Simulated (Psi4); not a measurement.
Approach curve of the dimer C2H3N ··· H3O+ (SMILES CC#N and [OH3+]) (charge +1). Monomers: optimised at B3LYP-D3(BJ) (def2-TZVP), held rigid. Orientation: lowest of the rigid-body minima from ten starts at GFN2-xTB. The monomers approach along the line of their centres of mass (distance R); nothing else relaxes.

Level of theory: SAPT0/jun-cc-pVDZ, frozen core (Psi4).

Components in kcal/mol:

```json
[
 {"R / Å": "3.74", "electrostatics": "-42.20", "exchange": "37.59", "induction": "-30.16", "dispersion": "-4.98", "total": "-39.75"},
 {"R / Å": "3.96", "electrostatics": "-33.82", "exchange": "17.18", "induction": "-18.55", "dispersion": "-2.89", "total": "-38.09"},
 {"R / Å": "4.13", "electrostatics": "-29.03", "exchange": "9.28", "induction": "-13.16", "dispersion": "-1.94", "total": "-34.85"},
 {"R / Å": "4.44", "electrostatics": "-22.94", "exchange": "2.97", "induction": "-7.56", "dispersion": "-0.98", "total": "-28.52"},
 {"R / Å": "4.76", "electrostatics": "-18.72", "exchange": "0.89", "induction": "-4.63", "dispersion": "-0.52", "total": "-22.98"},
 {"R / Å": "5.27", "electrostatics": "-14.22", "exchange": "0.13", "induction": "-2.41", "dispersion": "-0.21", "total": "-16.71"},
 {"R / Å": "5.90", "electrostatics": "-10.70", "exchange": "0.01", "induction": "-1.27", "dispersion": "-0.08", "total": "-12.04"},
 {"R / Å": "6.93", "electrostatics": "-7.31", "exchange": "0.00", "induction": "-0.56", "dispersion": "-0.02", "total": "-7.90"},
 {"R / Å": "8.22", "electrostatics": "-4.98", "exchange": "0.00", "induction": "-0.25", "dispersion": "-0.01", "total": "-5.24"}
]
```
